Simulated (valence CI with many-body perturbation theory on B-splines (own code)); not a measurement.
## Zn VIII: key properties

Computed by relativistic CI+MBPT: five valence electrons over a frozen Dirac-Fock core [Ar], radial functions for each j: 7 s, 7 p, 8 d, 6 f, 4 g, 1 h, with the one-electron correlation potential Σ1, the two-electron term Σ2, the three-electron term Σ3, Breit, model QED; selected CI, second order for the rest, scaled by the run's own slope (own B-spline code, finite nucleus).

No measured spectrum was set against this ion. As an estimate, terms of the open shell hold to 2 to 4 % of their energy, and close levels can change places; different configurations can be misplaced against each other by 1,000 to 8,000 cm⁻¹. Among the levels kept, up to 520 cm⁻¹ of a level comes from second order outside the variational space, and about a tenth of that is noise between levels of different J, which matters for small intervals. Only levels of the ground parity were solved; by the run's estimate the other parity begins above the list, which can be wrong where configurations are misplaced.

Rates and lifetimes use the calculated energies. Strong lines usually hold to 10 to 20 %, long lifetimes can be off by a factor of two.

(1) What is the ground level?

(2) What is the ionisation energy?

(3) How well does LS coupling describe the low levels?

(4) Name the longest-lived excited levels whose lifetime is computed, and their main decay.

## Answers

(1) 3d5 6S_5/2, composition 99 % 3d5 6S, g = 2.000.

(2) 172.23 eV; NIST lists 173.9 ± 1.7 eV (semi-empirical).

(3) Among the lowest 20 levels the leading LS term, summed over configurations, holds 90 % on average. For single configurations the figures are 90 % in LS and 53 % in jj coupling. Terms mix most in the J = 5/2 level at 76765 cm⁻¹, where the leading one holds 62 %.

(4) 3d5 4G_7/2 at 49761 cm⁻¹ lives 12100 s, mostly by M1 to 3d5 4G_5/2; 3d5 4G_9/2 at 49770 cm⁻¹ lives 5590 s, mostly by M1 to 3d5 4G_11/2. The lifetime of 3d5 4G_11/2 is too uncertain to give, and may be longer.
